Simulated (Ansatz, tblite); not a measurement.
Removing and adding an electron: the cluster Si2O3. Charge 0, multiplicity 1. Geometry: PBE-D4/def2-SVP. Ansatz, gas phase; energy differences of separate SCF runs; the oxidised species was run as a doublet alone; the reduced species was run as a doublet alone.

```
atom   x (Å)   y (Å)   z (Å)
 Si1  -2.458   0.241  -0.509
 Si2   0.894  -0.089   0.185
  O3   1.156  -1.598  -0.064
  O4   1.338   1.345   0.579
  O5  -0.930   0.101  -0.191
```

The xTB rows come from tblite. Correlated methods freeze 13 core orbitals. In CCSD on the charge 1 doublet the largest single amplitude is 0.21, so its Hartree–Fock determinant may place the open shell otherwise than the density functionals do. The structure comes from a short search, and lower isomers may exist.

```
               level  −HOMO (eV)  vertical IE (eV)  −LUMO (eV)  vertical EA (eV)  HOMO–LUMO gap (eV)  IE − EA (eV)                       remarks
            GFN1-xTB       11.89             15.61        8.56              5.04                3.33         10.57                             –
            GFN2-xTB       10.82             14.79        9.07              4.90                1.76          9.89                             –
       HF/def2-TZVPP           –              7.99           –                 –                   –             –                             –
    PBE-D4/def2-TZVP        6.06              9.34        4.85                 –                1.22             –                             –
   PBE-D4/def2-TZVPD        6.17                 –        4.90              2.13                1.27             –  HOMO above zero (-1 doublet)
 r2SCAN-D4/def2-TZVP        6.30              9.38        4.83                 –                1.47             –                             –
r2SCAN-D4/def2-TZVPD        6.39                 –        4.86              2.27                1.53             –  HOMO above zero (-1 doublet)
   PBE0-D4/def2-TZVP        7.37              9.49        4.22                 –                3.16             –                             –
  PBE0-D4/def2-TZVPD        7.48                 –        4.26              2.31                3.22             –                             –
      MP2/def2-TZVPP           –             10.15           –                 –                   –             –                             –
     CCSD/def2-TZVPP           –              9.62           –                 –                   –             –    large T1 (0.025) (singlet)
  CCSD(T)/def2-TZVPP           –              9.74           –                 –                   –             –    large T1 (0.025) (singlet)
```

   A HOMO above zero means that the electron is unbound at that level or that self-interaction error raises the level; the energy of removing that electron tells which. Raw xTB energy differences between charge states are shifted by several eV; the methods need an empirical correction for them.
